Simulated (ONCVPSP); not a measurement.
Reading a pseudo-wave (O (Z = 8))

Columns: radius, all-electron u(r) and pseudo u(r) of the 2p shell (level -24.36 eV) of oxygen in the configuration [He] 2s2 2p3; PBEsol, scalar-relativistic, ONCV scheme, ONCVPSP 4.0.1.

| r (bohr) | all-electron | pseudo |
| --- | --- | --- |
| 0.085 | 0.0869 | 0.0329 |
| 0.170 | 0.2558 | 0.1259 |
| 0.255 | 0.4323 | 0.2646 |
| 0.340 | 0.5865 | 0.4279 |
| 0.425 | 0.7089 | 0.5933 |
| 0.510 | 0.7990 | 0.7405 |
| 0.595 | 0.8590 | 0.8549 |
| 0.680 | 0.8930 | 0.9296 |
| 0.765 | 0.9055 | 0.9646 |
| 0.850 | 0.9012 | 0.9658 |
| 0.935 | 0.8839 | 0.9418 |
| 1.020 | 0.8571 | 0.9018 |
| 1.105 | 0.8235 | 0.8537 |
| 1.190 | 0.7853 | 0.8031 |
| 1.275 | 0.7443 | 0.7533 |
| 1.360 | 0.7017 | 0.7054 |
| 1.445 | 0.6586 | 0.6598 |
| 1.530 | 0.6158 | 0.6160 |
| 1.615 | 0.5739 | 0.5739 |
| 1.700 | 0.5333 | 0.5333 |
| 1.785 | 0.4943 | 0.4943 |
| 1.870 | 0.4572 | 0.4571 |
| 1.955 | 0.4220 | 0.4220 |
| 2.040 | 0.3888 | 0.3888 |
| 2.125 | 0.3578 | 0.3577 |
| 2.210 | 0.3287 | 0.3287 |

Question: How many radial nodes do the two functions have?

Answer: The all-electron 2p function has n − l − 1 = 0; the pseudo-wave has 0.

Question: At about which radius was the pseudo-wave matched?

Answer: 1.70 bohr. The columns agree to 0.0005 from 1.53 bohr on; several derivatives are matched, so the curves merge somewhat inside the radius.

Question: Where does each function peak?

Answer: Outermost all-electron maximum near 0.77 bohr, pseudo maximum near 0.85 bohr (to the table’s step).

Question: Is the pseudo-wave norm-conserving?

Answer: Yes: the ONCV scheme keeps the norm inside the radius equal to the all-electron one, which fixes the energy derivative of the logarithmic derivative at the level.
